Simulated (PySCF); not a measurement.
Excitations are Tamm–Dancoff values on a coarser integration grid. The basis has no diffuse functions, so Rydberg states are missing or too high.

H4GeS4, SMILES `[SH][Ge]([SH])([SH])[SH]` (charge 0, multiplicity 1)

Method: r2SCAN-D4/def2-TZVP in PySCF.

```
Item                                          Value
----------------------  ---------------------------
HOMO                                       -6.69 eV
dipole moment                                0.00 D
LUMO                                       -2.11 eV
HOMO–LUMO gap                               4.58 eV
S1 excitation (TDA)                         4.72 eV
S1 oscillator strength                        0.013
T1 excitation (TDA)                         4.30 eV
S1–T1 gap (TDA)                             0.41 eV
total energy                           -99926.65 eV
cost                    very roughly 6 core-minutes
```

```xyz
9

S      1.4402     0.4009    -1.6398
Ge     0.0000     0.0002     0.0002
S     -1.7807     1.2626    -0.4003
S      1.0689     0.4278     1.8975
S     -0.7284    -2.0911     0.1433
H      2.4022    -0.3594    -1.0841
H     -1.0481     2.3811    -0.5567
H      0.0476    -0.0053     2.6601
H     -1.4018    -2.0170    -1.0200
```
Charge 0, spin multiplicity 1.
